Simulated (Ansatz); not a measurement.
`[OH][GaH][O][SiH3]` + HBr → `[OH][GaH][Br]` + silanol  (ligand exchange at a Ga–O bond)

Computed with Ansatz on PBE0-D4/def2-TZVP structures; ΔE is electronic, products minus reactants. CCSD(T)/CBS is the MP2 limit (def2-TZVPP, def2-QZVPP) plus CCSD(T) − MP2 in def2-TZVPP, frozen cores. DFT in def2-TZVPP. For Br, Ga outer-core shells are correlated without core-valence functions, which leaves a few kJ/mol of doubt a bond. Scalar relativity is left out up to krypton. Each species was taken in one conformer, which may not be the lowest.

`[OH][GaH][O][SiH3]`:

Cartesian coordinates in Å:
```
O 1.563 -1.247 1.220
Ga 1.701 -0.141 -0.165
O 0.173 0.576 -0.743
Si -1.406 0.512 -0.349
H 0.663 -1.361 1.536
H 3.040 0.196 -0.843
H -1.633 -0.416 0.802
H -1.896 1.860 0.044
H -2.205 0.021 -1.502
```

HBr:

Z-matrix (Å, degrees):
```
Br
H 1 1.420
```

`[OH][GaH][Br]`:

```xyz
5

O     0.400   -0.069    1.325
Ga    0.245   -0.198   -0.437
Br   -1.621    0.783   -1.332
H    -0.324    0.407    1.740
H     1.301   -0.923   -1.296
```

`O[SiH3]`:

```xyz
6

O    -0.937    0.782   -0.391
Si    0.261   -0.294   -0.042
H    -1.196    1.400    0.293
H     1.535    0.394    0.303
H     0.444   -1.108   -1.265
H    -0.107   -1.175    1.101
```

(1) Is it downhill or uphill in electronic energy at CCSD(T)/CBS, and by how much? (An estimate is asked.)

(2) What do these levels give: BHLYP-D4, r2SCANh, CAM-B3LYP, MP2/def2-SVP, MP2/def2-TZVPP, SCS-MP2/def2-QZVPP? (Best estimate.)

Largest T1 diagnostic among the species: 0.014.

Answers

(1) Computed: Downhill: ΔE = -53.8 kJ/mol.

(2) Computed: BHLYP-D4 -56.8, r2SCANh -60.2, CAM-B3LYP -53.7, MP2/def2-SVP -44.2, MP2/def2-TZVPP -52.4, SCS-MP2/def2-QZVPP -51.1 kJ/mol.

From BLYP to BHLYP (50 % exact exchange), in def2-TZVPP and without D4, ΔE moves by −3.1 kJ/mol. Leaving LDA and LC-ωPBE aside and taking each functional with its dispersion term where it has one, the values, not all of them listed here, spread over 11.9 kJ/mol, from HSE06-D4 to CAM-B3LYP-D4. LDA lies +6.5 kJ/mol from PBE without D4. In def2-TZVPP, CCSD(T) changes the Hartree–Fock value by +13.3 kJ/mol (the triples alone add +1.2 kJ/mol) and MP2 by +10.9 kJ/mol.
